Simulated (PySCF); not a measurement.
C2H7GaO, SMILES [O]([GaH2])CC. Geometry optimised at PBE-D3(BJ)/def2-SVP. One conformer was computed; it need not be the lowest.

Computed equilibrium geometry at PBE-D3(BJ)/def2-SVP (PySCF confirms it by a frequency run) as bond lengths and angles, and its point group (one conformer of several):
point group Cs.
Atoms: Ga1 H2 H3 O4 C5 C6 H7 H8 H9 H10 H11. Bonded distances (Å): Ga1–H2 1.568, Ga1–H3 1.574, Ga1–O4 1.804, O4–C5 1.412, C5–C6 1.524, C5–H7 1.116, C5–H8 1.116, C6–H9 1.110, C6–H10 1.109, C6–H11 1.110. Angles (°): H2–Ga1–H3 129.7, H2–Ga1–O4 109.7, H3–Ga1–O4 120.6, Ga1–O4–C5 131.6, O4–C5–C6 116.1, O4–C5–H7 108.1, O4–C5–H8 108.1, C6–C5–H7 109.2, C6–C5–H8 109.2, H7–C5–H8 105.7, C5–C6–H9 111.6, C5–C6–H10 110.3, C5–C6–H11 111.6, H9–C6–H10 107.7, H9–C6–H11 107.7, H10–C6–H11 107.7.
